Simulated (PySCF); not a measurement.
Species: C3H2BF3.
Bonds: B1–C2, C2–C3 (triple), C3–C4, C4–F5, C4–F6, C4–F7. Hydrogens: H8, H9 on B1.

Method: PBE0-D3(BJ)/def2-SVP geometry optimisation, gas phase in PySCF 2.14.0; density fitting, grid level 1; the optimiser is geomeTRIC in internal coordinates, started from a GFN2-xTB structure with every atom displaced at random (about 0.01 Å).

Step 0: E = -11946.4404 eV
```
atom  x, y, z in Å  |  force x, y, z in eV/Å
B1      2.3780    0.1480   -0.0405   -1.755   0.840  -0.468
C2      0.8547    0.0579   -0.0229   -0.152  -0.178   0.024
C3     -0.3648   -0.0283   -0.0108    2.600   0.214  -0.005
C4     -1.7633   -0.1297    0.0248   -4.479  -0.453  -0.048
F5     -2.2154   -1.3996    0.2232    0.753   0.743  -0.098
F6     -2.3661    0.2795   -1.1227    0.790  -0.171   0.515
F7     -2.3174    0.6140    1.0097    0.758  -0.282  -0.361
H8      3.0067   -0.6158    0.5217    1.033  -1.282   0.867
H9      2.8455    1.0568   -0.6163    0.453   0.571  -0.426
```

**Question.** Estimate the geometry and energy of step 1. (The exact step hangs on the optimiser's Hessian estimate; all steps are aligned on step 0, rigid shifts and turns removed.)

**Answer.** E = -11946.6319 eV, largest force 1.834 eV/Å
```
atom  x, y, z in Å  |  force x, y, z in eV/Å
B1      2.3604    0.1742   -0.0384    0.049  -0.253   0.065
C2      0.8520    0.0605   -0.0536    0.260   0.081   0.021
C3     -0.3619   -0.0182   -0.0387   -0.682  -0.005  -0.119
C4     -1.8497   -0.1348    0.0150    1.819   0.005   0.238
F5     -2.1769   -1.3793    0.3266   -0.514  -0.178  -0.031
F6     -2.3849    0.1846   -1.1473   -0.378   0.026  -0.119
F7     -2.2921    0.6786    0.9621   -0.485   0.100   0.032
H8      3.0158   -0.7443    0.4103   -0.089   0.177  -0.073
H9      2.8951    1.1616   -0.4697    0.021   0.046  -0.014
```

The energy changes by -0.1915 eV. The first-order estimate −F·Δx gives -0.5890 eV and the mean of the old and new forces, exact on a quadratic surface, -0.1921 eV. The step makes an angle of 73° with the force vector and moves no atom by more than 0.187 Å.

The cost below is that of the whole optimisation. Time: 33 s of wall time; peak memory 0.43 GiB. Hardware: one thread of an Arm Neoverse V1, shared host.
